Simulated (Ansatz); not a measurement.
CH2 (SMILES [CH2]): geometry of the low-spin state from B3LYP-D3(BJ)/def2-TZVP.
(charge 0, multiplicity 1):
```xyz
3

C     -0.0007     0.1750     0.0000
H     -0.8600    -0.5287     0.0000
H      0.8644    -0.5215     0.0000
```

Codes used: Ansatz (Gaussian orbitals). 

Broken-symmetry (BS) and triplet (T) solutions at this geometry:

```
level                 E(BS) (hartree)  ⟨S²⟩ BS  E(T) (hartree)  ⟨S²⟩ T
--------------------  ---------------  -------  --------------  ------
U-PBE/def2-TZVPP           -39.090726    0.646      -39.088128   2.005
U-B3LYP/def2-TZVPP         -39.159185    0.576      -39.151849   2.004
U-PBE0/def2-TZVPP          -39.099805    0.655      -39.098294   2.005
U-wB97X-V/def2-TZVPP       -39.138107    0.489      -39.129608   2.004
```

Give the raw gap E(BS) − E(T) and the gap after approximate spin projection, (E_BS − E_T)⟨S²⟩_T/(⟨S²⟩_T − ⟨S²⟩_BS).


- U-PBE/def2-TZVPP: raw -1.6, projected -2.4 kcal/mol
- U-B3LYP/def2-TZVPP: raw -4.6, projected -6.5 kcal/mol
- U-PBE0/def2-TZVPP: raw -0.9, projected -1.4 kcal/mol
- U-wB97X-V/def2-TZVPP: raw -5.3, projected -7.1 kcal/mol
The rule takes the triplet as the only contaminant. For comparison FIC-MRCISD+Q on SA-CASSCF(6,6)/cc-pVQZ gives -2.0 kcal/mol at this geometry.

Ansatz is a program for electronic structure.
